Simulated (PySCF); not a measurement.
A structure optimised at r2SCAN-D4/def2-SVP, used in a PySCF frequency run:

```
O
Si 1 1.6487
Zn 1 1.7471 2 139.27
F 3 1.7242 2 163.44 1 180.00
H 2 1.4923 1 109.27 3 180.00
H 2 1.4996 5 108.36 1 -121.96
H 2 1.4996 5 108.36 6 -116.07
```
Charge 0, spin multiplicity 1.

Task: Write its SMILES, formula and point group.

Result: [F][Zn][O][SiH3], FH₃OSiZn, Cs

Task: What are its rotational constants (standard atomic weights)?

Result: 38.298, 1.4136, 1.3853 GHz
